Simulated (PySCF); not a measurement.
## Radial density of Be²⁺ (beryllium, charge +2)

PBE0, 1s2, closed-shell 1S. All numbers are calculated (PySCF 2.14, no relativity, point nucleus, in cc-pVDZ (3s2p1d, 14 functions)).

```json
{"r (bohr)": "0.00835", "4πr²ρ (e/bohr)": "0.02798"}
{"r (bohr)": "0.0141", "4πr²ρ (e/bohr)": "0.07600"}
{"r (bohr)": "0.0236", "4πr²ρ (e/bohr)": "0.1985"}
{"r (bohr)": "0.0398", "4πr²ρ (e/bohr)": "0.4951"}
{"r (bohr)": "0.0669", "4πr²ρ (e/bohr)": "1.129"}
{"r (bohr)": "0.112", "4πr²ρ (e/bohr)": "2.240"}
{"r (bohr)": "0.189", "4πr²ρ (e/bohr)": "3.509"}
{"r (bohr)": "0.318", "4πr²ρ (e/bohr)": "3.764"}
{"r (bohr)": "0.535", "4πr²ρ (e/bohr)": "2.192"}
{"r (bohr)": "0.900", "4πr²ρ (e/bohr)": "0.4731"}
{"r (bohr)": "1.51", "4πr²ρ (e/bohr)": "0.02062"}
{"r (bohr)": "2.55", "4πr²ρ (e/bohr)": "0.0001343"}
```
